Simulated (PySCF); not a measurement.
# Electron correlation in Be (beryllium, neutral)

[He] 2s1 2p1, high-spin 3P determinant (an excited configuration). All numbers are calculated (PySCF 2.14, scalar relativity by spin-free X2C-1e, in aug-cc-pCVTZ-DK (7s6p4d2f, 59 functions)). Frozen: 1s2; 2 electrons correlated.

Total MP2 correlation energy: -2.78 mhartree.

Same-spin part -2.78 and opposite-spin part 0.00 mhartree; SCS-MP2 scales them by 1/3 and 6/5 to -0.93 mhartree.
